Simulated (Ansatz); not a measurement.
System: BO, charge 0, doublet. BO (SMILES [B]=O, doublet).
B3LYP-D3(BJ)/def2-TZVP minimum from Ansatz (an electronic-structure program):
```
B
O 1 1.2021
```
Charge 0, spin multiplicity 2.

Total energies in cc-pVQZ, 9 correlated electrons, 2 frozen orbitals. Radicals and triplets start from unrestricted determinants; spin-orbit coupling is neglected. Cores are frozen in correlated methods. No relativity. The UHF reference of BO ([B]=O, doublet) is spin-contaminated (<S^2> up to 0.05 over the pure value in the sets run).

```
method    program  energy (Eh)  minus CCSDT(Q) (mEh)
--------  -------  -----------  --------------------
HF         Ansatz    -99.56439                336.37
MP2        Ansatz    -99.88508                 15.67
CCSD       Ansatz    -99.88340                 17.35
CCSD(T)    Ansatz    -99.89920                  1.55
CCSDT(Q)   Ansatz    -99.90075                  0.00
```

Rough core times of Ansatz's runs on a shared machine: CCSD(T) 30 s, CCSDT(Q) 30 min.
